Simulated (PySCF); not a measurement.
## Spin-Hamiltonian simulation

Molecule: `CCc1cccnc1`, C$_{7}$H$_{9}$N.

Cartesian coordinates in Å; atom numbers follow the order of the lines, from 1:
```xyz
17

C    -2.360    0.462    0.244
C    -1.313    0.011   -0.771
C     0.047   -0.172   -0.158
C     0.903    0.907    0.080
C     2.132    0.683    0.691
C     2.468   -0.622    1.049
N     1.670   -1.663    0.832
C     0.500   -1.434    0.246
H    -3.347    0.584   -0.229
H    -2.461   -0.273    1.058
H    -2.082    1.424    0.702
H    -1.249    0.749   -1.588
H    -1.632   -0.937   -1.235
H     0.607    1.918   -0.218
H     2.824    1.506    0.886
H     3.429   -0.833    1.534
H    -0.136   -2.312    0.071
```

A single conformation, rapidly exchanging positions averaged, in vacuum, no relativistic terms. NMR shieldings at PBE0/pcSseg-1/GIAO; geometry from PBE0-D3(BJ)/def2-SVP; J: B3LYP/pcJ-1 (spin–dipole term only in couplings to heteroatoms); PySCF.

Chemical shifts δ = σref − σ; 1H (σref 31.27) vs TMS, all at this level.

Shifts (ppm): H9/H10/H11 1.16, H12/H13 2.45, H14 7.54, H15 7.19, H16 8.65, H17 8.61.
Couplings (Hz): H9–H10, H9–H11, H10–H11: -13.9; H9–H12, H9–H13, H10–H12, H10–H13, H11–H12, H11–H13: 8.6; H9–H17, H10–H17, H11–H17: -0.1; H12–H13: -14.2; H12–H14, H13–H14: -0.5; H12–H15, H13–H15: 0.3; H12–H16, H13–H16: -0.4; H12–H17, H13–H17: -0.5; H14–H15: 8.5; H14–H16: 1.5; H14–H17: 2.3; H15–H16: 5.3; H15–H17: 0.9; H16–H17: -0.8.

The 9-spin Hamiltonian (Zeeman plus full scalar coupling among like nuclei) was diagonalised exactly; lines are Lorentzian, 1.0 Hz wide, and the maxima above 3 % are listed with the tallest set to 100.

Q: Give the 1H peak list of this spin system at 90 MHz.

A: 
δ in ppm (height): 8.681 (19), 8.623 (48), 7.614 (8), 7.594 (12), 7.572 (8), 7.519 (14), 7.499 (21), 7.478 (13), 7.263 (18), 7.255 (17), 7.206 (16), 7.197 (16), 7.169 (11), 7.161 (10), 7.111 (10), 7.103 (10), 2.598 (10), 2.502 (37), 2.406 (42), 2.313 (16), 1.251 (57), 1.158 (100), 1.062 (40)

Q: And at 500 MHz?

A: 
```tsv
Hz	ppm	height
4327.7	8.655	15
4322.4	8.645	15
4306.1	8.612	20
4303.9	8.608	20
3776.2	7.552	8
3774.4	7.549	11
3772.5	7.545	8
3767.7	7.535	9
3765.9	7.532	12
3764.0	7.528	8
3602.0	7.204	11
3601.6	7.203	11
3596.7	7.193	11
3596.2	7.192	11
3593.6	7.187	10
3588.2	7.176	10
3587.8	7.176	10
1238.0	2.476	11
1229.4	2.459	34
1220.8	2.442	35
1212.2	2.424	12
588.6	1.177	51
580.0	1.160	100
571.4	1.143	48
```

Q: Among coupled protons with different shifts, which pair is furthest from first order, and how does the field change that?

A: H14 and H15: Δν/J is about 3.7 at 90 MHz (strongly coupled) and 20.6 at 500 MHz (close to first order). J in Hz doesn't depend on the field, while Δν in Hz grows in proportion to it.

Unscaled 3J(H,H) at this level run about 9 % above measured values.
